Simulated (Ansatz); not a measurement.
AgGe2 (the lowest doublet isomer of a short search), 3 atoms. Hardware: 4 threads of Arm Neoverse V2 on a shared host.

In the def2 sets Ag takes a core potential; there is no spin–orbit coupling. Correlated methods freeze 18 core orbitals; core or outer-core shells of Ag, Ge are correlated, in sets that lack core-valence functions.

How many basis functions does each of these Ansatz runs have, and roughly what does it cost? PBE0-D4/def2-TZVPD, charge -1 triplet at the geometry of the charge 0 doublet, energy; MP2/def2-TZVP, charge 0 doublet, energy, from earlier orbitals; r2SCAN-D4/def2-TZVP, charge 1 triplet at the geometry of the charge 0 doublet, energy, from earlier orbitals; RPA@PBE/def2-TZVP, charge 0 quartet, energy, from earlier orbitals; r2SCAN-D4/def2-TZVPD, charge -1 singlet at the geometry of the charge 0 doublet, energy, from earlier orbitals; r2SCAN-D4/def2-TZVP, charge 0 doublet, energy and forces, from earlier orbitals; r2SCAN-D4/def2-TZVPD, charge -1 triplet at the geometry of the charge 0 doublet, energy, from earlier orbitals; B97M-V/def2-TZVP, charge 0 doublet, energy, from earlier orbitals; PBE-D4/def2-TZVPD, charge 0 doublet, energy, from earlier orbitals; PBE-D4/def2-TZVP, charge 1 singlet, energy, from earlier orbitals; PBE-D4/def2-TZVP, charge 1 singlet, relaxation, 4 steps; PBE0-D4/def2-SVP, charge -1 singlet at the geometry of the charge 0 doublet, energy with a search over starts.

Other jobs shared the machine, so times can vary by a factor of up to 3. A dash marks memory too small to be measured apart from the calling script's.

| run | functions | fitting or Cholesky vectors | wall time | peak host memory (GiB) |
| --- | --- | --- | --- | --- |
| PBE-D4/def2-TZVP, charge 1 singlet, energy, from earlier orbitals | 136 | 1069 | 1.1 s | – |
| PBE0-D4/def2-SVP, charge -1 singlet at the geometry of the charge 0 doublet, energy with a search over starts | 95 | 958 | 1.4 s | – |
| r2SCAN-D4/def2-TZVPD, charge -1 singlet at the geometry of the charge 0 doublet, energy, from earlier orbitals | 148 | 1099 | 3.2 s | – |
| MP2/def2-TZVP, charge 0 doublet, energy, from earlier orbitals | 136 | 1037 | 3.8 s | – |
| PBE-D4/def2-TZVP, charge 1 singlet, relaxation, 4 steps | 136 | 1069 | 3.9 s | – |
| RPA@PBE/def2-TZVP, charge 0 quartet, energy, from earlier orbitals | 136 | 1035 | 4.5 s | – |
| r2SCAN-D4/def2-TZVP, charge 1 triplet at the geometry of the charge 0 doublet, energy, from earlier orbitals | 136 | 1069 | 6 s | – |
| PBE-D4/def2-TZVPD, charge 0 doublet, energy, from earlier orbitals | 148 | 1099 | 6.5 s | – |
| B97M-V/def2-TZVP, charge 0 doublet, energy, from earlier orbitals | 136 | 1069 | 15 s | – |
| r2SCAN-D4/def2-TZVP, charge 0 doublet, energy and forces, from earlier orbitals | 136 | 1069 | 20 s | – |
| r2SCAN-D4/def2-TZVPD, charge -1 triplet at the geometry of the charge 0 doublet, energy, from earlier orbitals | 148 | 1099 | 23 s | – |
| PBE0-D4/def2-TZVPD, charge -1 triplet at the geometry of the charge 0 doublet, energy | 148 | 1075 | 24 s | 0.61 |
